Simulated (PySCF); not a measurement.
## Electronic absorption of C7H4FNO

Species: C7H4FNO.
InChI=1S/C7H4FNO/c8-6-1-3-7(4-2-6)9-5-10/h1-4H

The calculation used TDDFT B3LYP/def2-SVPD, vertical, gas phase, core orbitals frozen in the response (PySCF). Isolated species at its PBE0-D3(BJ)/def2-SVP geometry (one conformer only). Torsions of this conformer, `[O:1]=[C:2]=[N:3][c:4]1[cH:5][cH:6][c:7]([F:8])[cH:9][cH:10]1`: C2–N3–C4–C5 180°.

Problem. What does the calculation give for the low-lying excited states?

Solution. 

```tsv
state	E (eV)	E (kJ/mol)	λ (nm)	f	symmetry	main configurations (H = HOMO, L = LUMO)
S1	4.86	469	254.9	0.024	A′	H→L (64%), H→L+1 (17%), H-1→L+1 (13%)
S2	5.42	523	228.5	0.276	A′	H→L+1 (66%), H→L (21%), H-1→L (9%)
S3	5.50	531	225.3	0.0000	–	H→L+2 (94%)
S4	6.40	618	193.6	0.0000	–	H-2→L (46%), H-2→L+1 (34%), H→L+3 (16%)
S5	6.45	622	192.3	0.0010	–	H→L+3 (76%), H-2→L (10%)
S6	6.51	628	190.5	0.280	A′	H-1→L+1 (42%), H-1→L (30%), H→L+1 (9%)
```

The lowest singlet lies at 4.86 eV (255 nm, ultraviolet) and is weak; its leading configuration is HOMO→LUMO (64%). The largest oscillator strength of a single state is 0.280. Löwdin shares by element: HOMO carbon 31% or more, nitrogen 14%, oxygen 9% (atoms not listed hold the other 46%); LUMO carbon 64% or more (atoms not listed hold the other 36%). The oscillator strengths of these states sum to 0.582; summed over the whole spectrum of an exact calculation they would give the number of electrons, 70 (Thomas–Reiche–Kuhn). The listed states span 1.64 eV, and the widest gap between neighbours is 0.90 eV (S3 to S4). Weighted by f, the mean energy of these states is 5.92 eV. Symmetry labels in Cs follow from the direction of the transition dipole and are given only for states with f of 0.002 or more. Singlets were solved by full linear response.
